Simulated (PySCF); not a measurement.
**Two-component Hartree-Fock for Yb⁴⁺ (ytterbium, charge +4)**

Start: [Xe] 4f12; 4f5/2 filled at m_j = -5/2, -3/2, -1/2, +1/2, +3/2, +5/2; 4f7/2 filled at m_j = -3/2, -1/2, +1/2, +3/2, +5/2, +7/2. Calculated with PySCF 2.14 in x2c-QZVPPall-2c (16s16p12d6f4g1h, 213 functions): generalised Hartree-Fock with the X2C-1e Hamiltonian and a Gaussian nucleus; one run each with spin-orbit coupling (SO) switched off, then screened by Boettger's factors.

```tsv
spinor shell	electrons	ε, spin-free (eV)	ε, screened SO (eV)	weight of nominal j (screened SO)	rms radius, screened SO (bohr)
1s1/2	2	-61704.3	-61688.9	1.000	0.0223
2s1/2	2	-10634.9	-10630.0	1.000	0.0901
2p1/2	2	-9378.3	-10122.3	1.000	0.0768
2p3/2	4	-9378.3	-9069.8	1.000	0.0838
3s1/2	2	-2499.9	-2498.3	1.000	0.231
3p1/2	2	-2114.0	-2274.5	1.000	0.222
3p3/2	4	-2114.0	-2046.3	1.000	0.237
3d3/2	4	-1640.6	-1670.1	1.000	0.210
3d5/2	6	-1640.6	-1619.6	1.000	0.214
4s1/2	2	-566.63	-566.16	1.000	0.518
4p1/2	2	-437.05	-474.76	0.999	0.529
4p3/2	4	-437.05	-421.01	0.999	0.561
4d3/2	4	-262.92	-270.58	0.983	0.594
4d5/2	6	-262.92	-257.46	0.988	0.606
5s1/2	2	-116.08	-116.00	1.000	1.25
5p1/2	2	-80.908	-86.532	0.994	1.37
4f5/2	6	-71.276	-72.489	0.909	0.757
4f7/2	6	-71.276	-69.869	0.923	0.771
```

(1) Where does 5p3/2 lie, and what is the 5p spin-orbit splitting (screened SO)?

```json
{"quantity": "E (hartree)", "spin-free": "-14046.42655", "screened SO": "-14059.66762"}
{"quantity": "M_J", "spin-free": "6", "screened SO": "6"}
{"quantity": "⟨J²⟩", "spin-free": "42.008", "screened SO": "42.008"}
{"quantity": "⟨L²⟩", "spin-free": "30.007", "screened SO": "30.207"}
{"quantity": "⟨S²⟩", "spin-free": "2.001", "screened SO": "2.082"}
```

Each row is a mean over spinors that exchange with the open shell spreads, by up to 14.413 eV (4d5/2).

Breit and QED terms are absent; they matter most for the inner s and p1/2 levels.

Densities and radii are taken from the X2C orbitals without a picture-change correction, which distorts them close to the nucleus.

Without spin-orbit coupling the j labels of p, d and f shells carry no meaning; the spin-free column gives the mean over the occupied spinors of each nl shell.

Answers

(1) At -78.534 eV, 7.998 eV above 5p1/2.
